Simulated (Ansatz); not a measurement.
Ansatz (a first-principles code) input (B3LYP-D3(BJ)/def2-TZVP):

Ansatz 0.2 input:
```yaml
crystal:
  periodic: [false, false, false]
  atoms:
    - {symbol: Re, position_ang: [-0.00000000, -0.00000000, -0.16276166]}
    - {symbol: O, position_ang: [0.00000000, 0.00000000, 1.52589059]}
basis:
  gaussian:
    orbitals: def2-TZVP
hamiltonian:
  xc: b3lyp
  dispersion: d3bj
magnetization: {spin_polarized: true, initial_magnetization: 3}
phonons: {temperatures: {t_min: 298.15, t_max: 298.15, t_step: 100}}
```

Output:

```
Functional definition: B3LYP
integrals: 0.01 GiB planned
528 factors; their error is unknown
mean field: 0.20 GiB planned
mean field evaluation 1: about -4168.4616 eV, gradient 4.7e1 eV
mean field evaluation 2: about -4013.5290 eV, gradient 1.7e2 eV
mean field evaluation 4: about -4176.2734 eV, gradient 6.4e0 eV
mean field evaluation 8: about -4176.4764 eV, gradient 1.6e-1 eV
mean field evaluation 16: about -4176.4863 eV, gradient 1.1e-3 eV
mean field evaluation 32: about -4176.4736 eV, gradient 1.4e0 eV
mean field -4176.48626352 eV, -153.4830392601 hartree, gradient 2.3e-5 eV, S^2 3.780572; 3 other end points of the search recorded, 0 dependent functions left out
the calculation of the forces begins
reference -4176.48644307 eV, -153.4830458588 hartree; 13, 10 occupied and 58, 61 virtual orbitals, 528 factors
these checks for a lower state are left out or cut short: stability, starts, cluster_reference, orbital_swaps, neighbouring_geometries, increment
integrals: 0.01 GiB planned
528 factors; their error is unknown
mean field: 0.20 GiB planned
mean field -4176.48626352 eV, -153.4830392601 hartree, gradient 2.4e-6 eV, S^2 3.780573; 0 other end points of the search recorded, 0 dependent functions left out
the calculation of the forces begins
reference -4176.48644308 eV, -153.4830458588 hartree; 13, 10 occupied and 58, 61 virtual orbitals, 528 factors
these checks for a lower state are left out or cut short: stability, starts, cluster_reference, orbital_swaps, neighbouring_geometries, increment
integrals: 0.01 GiB planned
528 factors; their error is unknown
mean field: 0.20 GiB planned
mean field -4176.48626352 eV, -153.4830392601 hartree, gradient 2.4e-6 eV, S^2 3.780573; 0 other end points of the search recorded, 0 dependent functions left out
the calculation of the forces begins
reference -4176.48644308 eV, -153.4830458588 hartree; 13, 10 occupied and 58, 61 virtual orbitals, 528 factors
these checks for a lower state are left out or cut short: stability, starts, cluster_reference, orbital_swaps, neighbouring_geometries, increment
integrals: 0.01 GiB planned
528 factors; their error is unknown
mean field: 0.20 GiB planned
mean field -4176.48626352 eV, -153.4830392601 hartree, gradient 2.6e-6 eV, S^2 3.780573; 0 other end points of the search recorded, 0 dependent functions left out
the calculation of the forces begins
reference -4176.48644308 eV, -153.4830458588 hartree; 13, 10 occupied and 58, 61 virtual orbitals, 528 factors
these checks for a lower state are left out or cut short: stability, starts, cluster_reference, orbital_swaps, neighbouring_geometries, increment
integrals: 0.01 GiB planned
528 factors; their error is unknown
mean field: 0.20 GiB planned
mean field evaluation 64: about -4176.4863 eV, gradient 1.0e-5 eV
mean field -4176.48626352 eV, -153.4830392601 hartree, gradient 2.7e-6 eV, S^2 3.780573; 0 other end points of the search recorded, 0 dependent functions left out
the calculation of the forces begins
reference -4176.48644308 eV, -153.4830458588 hartree; 13, 10 occupied and 58, 61 virtual orbitals, 528 factors
these checks for a lower state are left out or cut short: stability, starts, cluster_reference, orbital_swaps, neighbouring_geometries, increment
integrals: 0.01 GiB planned
528 factors; their error is unknown
mean field: 0.20 GiB planned
mean field -4176.48608358 eV, -153.4830326477 hartree, gradient 2.5e-6 eV, S^2 3.780120; 0 other end points of the search recorded, 0 dependent functions left out
the calculation of the forces begins
reference -4176.48626315 eV, -153.4830392466 hartree; 13, 10 occupied and 58, 61 virtual orbitals, 528 factors
these checks for a lower state are left out or cut short: stability, starts, cluster_reference, orbital_swaps, neighbouring_geometries, increment
integrals: 0.01 GiB planned
528 factors; their error is unknown
mean field: 0.20 GiB planned
mean field -4176.48608624 eV, -153.4830327454 hartree, gradient 1.6e-6 eV, S^2 3.781035; 0 other end points of the search recorded, 0 dependent functions left out
the calculation of the forces begins
reference -4176.48626579 eV, -153.4830393438 hartree; 13, 10 occupied and 58, 61 virtual orbitals, 528 factors
these checks for a lower state are left out or cut short: stability, starts, cluster_reference, orbital_swaps, neighbouring_geometries, increment
integrals: 0.01 GiB planned
528 factors; their error is unknown
mean field: 0.20 GiB planned
mean field -4176.48626352 eV, -153.4830392601 hartree, gradient 2.4e-6 eV, S^2 3.780573; 0 other end points of the search recorded, 0 dependent functions left out
the calculation of the forces begins
reference -4176.48644308 eV, -153.4830458588 hartree; 13, 10 occupied and 58, 61 virtual orbitals, 528 factors
these checks for a lower state are left out or cut short: stability, starts, cluster_reference, orbital_swaps, neighbouring_geometries, increment
integrals: 0.01 GiB planned
528 factors; their error is unknown
mean field: 0.20 GiB planned
mean field evaluation 96: about -4176.4863 eV, gradient 9.5e-6 eV
mean field -4176.48626352 eV, -153.4830392601 hartree, gradient 2.4e-6 eV, S^2 3.780573; 0 other end points of the search recorded, 0 dependent functions left out
the calculation of the forces begins
reference -4176.48644308 eV, -153.4830458588 hartree; 13, 10 occupied and 58, 61 virtual orbitals, 528 factors
these checks for a lower state are left out or cut short: stability, starts, cluster_reference, orbital_swaps, neighbouring_geometries, increment
integrals: 0.01 GiB planned
528 factors; their error is unknown
mean field: 0.20 GiB planned
mean field -4176.48626352 eV, -153.4830392601 hartree, gradient 2.7e-6 eV, S^2 3.780573; 0 other end points of the search recorded, 0 dependent functions left out
the calculation of the forces begins
reference -4176.48644308 eV, -153.4830458588 hartree; 13, 10 occupied and 58, 61 virtual orbitals, 528 factors
these checks for a lower state are left out or cut short: stability, starts, cluster_reference, orbital_swaps, neighbouring_geometries, increment
integrals: 0.01 GiB planned
528 factors; their error is unknown
mean field: 0.20 GiB planned
mean field -4176.48626352 eV, -153.4830392601 hartree, gradient 2.6e-6 eV, S^2 3.780573; 0 other end points of the search recorded, 0 dependent functions left out
the calculation of the forces begins
reference -4176.48644308 eV, -153.4830458588 hartree; 13, 10 occupied and 58, 61 virtual orbitals, 528 factors
these checks for a lower state are left out or cut short: stability, starts, cluster_reference, orbital_swaps, neighbouring_geometries, increment
integrals: 0.01 GiB planned
528 factors; their error is unknown
mean field: 0.20 GiB planned
mean field -4176.48608624 eV, -153.4830327454 hartree, gradient 1.6e-6 eV, S^2 3.781035; 0 other end points of the search recorded, 0 dependent functions left out
the calculation of the forces begins
reference -4176.48626579 eV, -153.4830393438 hartree; 13, 10 occupied and 58, 61 virtual orbitals, 528 factors
these checks for a lower state are left out or cut short: stability, starts, cluster_reference, orbital_swaps, neighbouring_geometries, increment
integrals: 0.01 GiB planned
528 factors; their error is unknown
mean field: 0.20 GiB planned
mean field evaluation 128: about -4176.4861 eV, gradient 1.0e-5 eV
mean field -4176.48608358 eV, -153.4830326477 hartree, gradient 2.5e-6 eV, S^2 3.780120; 0 other end points of the search recorded, 0 dependent functions left out
the calculation of the forces begins
reference -4176.48626315 eV, -153.4830392466 hartree; 13, 10 occupied and 58, 61 virtual orbitals, 528 factors
Total energy: -4176.52658952 eV, -153.4845212134 hartree
Atom 0 at    -0.000000    -0.000000    -0.162762 Å, force    -0.000000     0.000000    -0.000004 eV/Å
Atom 1 at     0.000000     0.000000     1.525891 Å, force     0.000000    -0.000000     0.000004 eV/Å
Dipole moment:     0.000000     0.000000    -0.529320 e Å
Vibrations: 1027.10 cm⁻¹, zero-point energy 0.063672 eV
```

The spin state was set by rule; other spins were not relaxed.
